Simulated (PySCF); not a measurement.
Gas-phase reaction: 2 GaCl₃ + GaH₃ ⇌ 3 GaHCl₂, at 2000 K and a standard pressure of 1 bar. Level: ωB97M-V/def2-TZVP†.

Energies from PySCF, thermal terms from the rigid-rotor harmonic-oscillator model, ideal gas at 1 bar. † marks an energy on the PBE0/def2-TZVP geometry and frequencies. All species are closed-shell singlets. Ga: all electrons, no relativistic terms. GaH₃, GaHCl₂: computed as isolated molecules; such fragments, hydroxides, amides, oligomers or adducts are transient or little studied in the gas. The harmonic model lacks anharmonicity and excited electronic states, which grow with temperature; levels with a mode under 35 cm⁻¹ are left out.

```tsv
species	E (Ha)	H(2000 K) − E (kJ/mol)	S°(2000 K) (J/mol/K)
GaCl₃	-3305.49978	166.7	479.5
GaH₃	-1926.50082	175.6	337.4
GaHCl₂	-2845.83955	169.9	441.9
```
E: electronic energy; H − E holds the zero-point and thermal terms. 1 Ha = 2625.5 kJ/mol.

Task: Work out ΔH°, ΔS°, ΔG° and log10 K from these numbers.

Result: 1. ΔE = 3×(-2845.83955) − 2×(-3305.49978) − 1×(-1926.50082) = -0.01827 Ha = -48.0 kJ.
2. Δ(H − E) = 3×(169.9) − 2×(166.7) − 1×(175.6) = 0.7 kJ, so ΔH° = -47.3 kJ.
3. ΔS° = 3×(441.9) − 2×(479.5) − 1×(337.4) = 29.3 J/K; the number of gas molecules stays the same.
4. ΔG° = ΔH° − TΔS° = -47.3 − 2000×(29.3)/1000 = -105.9 kJ.
5. log10 K = −ΔG°/(RT ln 10) = 2.77, with RT ln 10 = 38.29 kJ/mol; at standard pressures the products are favoured.
6. A shift of 10 kJ in ΔE would move log10 K by 0.26 here.
For scale, ΔH°(298 K) is -46 kJ at this level, -45 kJ at ωB97X-V/def2-TZVP†, and runs from -76 to -34 kJ over the 20 levels computed.
